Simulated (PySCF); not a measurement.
An element was calculated at UHF (PySCF 2.14, spin-free X2C, a triple-zeta basis, no spin-orbit coupling), in the ground configurations that NIST lists.

| Item | Value |
| --- | --- |
| first ionisation energy | 6.374 eV |
| second ionisation energy | 19.806 eV |
| third ionisation energy | 32.982 eV |

**Question.** Which element is it?

**Answer.** Silver (Ag, Z = 47), in ANO-RCC-VTZP. NIST lists 7.576, 21.484, 34.8 ± 0.3 eV for these ionisation energies.
